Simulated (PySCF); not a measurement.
## Broadened absorption spectrum of C4H11NO2Si

Species: C4H11NO2Si.
Z-matrix (Å and degrees, PBE0-D3(BJ)/def2-SVP geometry), rows numbered from 1:
```
C 
N   1  1.4339
C   2  1.2623  1  118.82
C   3  1.5008  2  121.62  1   178.66
O   4  1.4060  3  111.87  2   133.12
Si  5  1.6598  4  124.94  3    83.37
O   6  1.6585  5  112.76  4   -71.94
C   7  1.4020  6  124.69  5   -69.05
H   1  1.1087  2  114.21  3     0.31
H   1  1.1023  2  109.30  3   122.40
H   1  1.1023  2  109.47  3  -121.73
H   3  1.1124  2  122.62  1    -0.42
H   4  1.1101  3  108.62  2  -104.18
H   4  1.1000  3  108.49  2    12.49
H   6  1.4876  5  109.94  4    44.57
H   6  1.4871  5  104.98  4   168.10
H   8  1.1004  7  108.86  6  -165.85
H   8  1.1048  7  111.61  6    74.88
H   8  1.1055  7  112.14  6   -46.36
```

Method: PySCF, TDDFT wB97X-D/def2-SVPD, vertical, gas phase, core orbitals frozen in the response.

Broadening: Gaussians 0.4 eV wide at half height, area fixed by f = 4.319×10⁻⁹ ∫ε dν̃. The width is an assumption, not a result. The curve ends short of the highest state used, and states not computed would add to its high-energy end.

(E (eV), ε (L mol⁻¹ cm⁻¹)): (4.49, 0), (4.60, 1), (4.72, 5), (4.83, 16), (4.94, 36), (5.05, 52), (5.17, 48), (5.28, 29), (5.39, 11), (5.51, 3), (5.62, 0), (5.73, 0), (5.84, 0), (5.96, 0), (6.07, 0), (6.18, 0), (6.29, 0), (6.41, 0), (6.52, 0), (6.63, 6), (6.75, 70), (6.86, 423), (6.97, 1739), (7.08, 4935), (7.20, 10320), (7.31, 14338), (7.42, 14550), (7.53, 11150), (7.65, 6874), (7.76, 5244)

Question: Locate the maxima and give the states behind the curve.

Answer: 244 nm (5.09 eV), ε about 53, made up of S1 (100%); 168 nm (7.37 eV), ε about 15000, made up of S2 (36%) and S3 (61%) (ε in L mol⁻¹ cm⁻¹; maxima over ε = 5, shares over 10%). The states used: S1 5.09 eV (f 0.0008); S2 7.26 eV (f 0.096); S3 7.42 eV (f 0.142); S4 7.68 eV (f 0.032); S5 8.04 eV (f 0.039); S6 8.07 eV (f 0.089); S7 8.14 eV (f 0.019); S8 8.27 eV (f 0.028); S9 8.33 eV (f 0.029); S10 8.36 eV (f 0.130).

Question: What would ε be at 7.37 eV, the highest of these maxima, with half the width (0.2 eV)?

Answer: About 22500 L mol⁻¹ cm⁻¹ against 15000, a factor of about 1.5; a lone state at its own centre would give exactly 2.

Question: On this curve, what absorbance would a 10⁻⁵ mol/L sample give at 266 nm over a 1 cm path?

Answer: 266 nm is 4.661 eV, where ε is about 2.2 L mol⁻¹ cm⁻¹, so A = ε c l ≈ 2.2e-05 (Beer–Lambert, with the gas-phase spectrum and the assumed width).

Question: Coming from long wavelengths, where does ε first pass 100 L mol⁻¹ cm⁻¹?

Answer: At about 183 nm (6.77 eV), 1.68 eV above S1.

The vertical ionisation energy (ΔSCF) is 9.50 eV, 1.14 eV above S10.

Hardware: an Arm Neoverse V2 with one thread, no GPU, shared host. Cost: 7.4 min (with the writing of density and orbital grids), 1.4 GiB resident at most.

One conformer stands for the species.
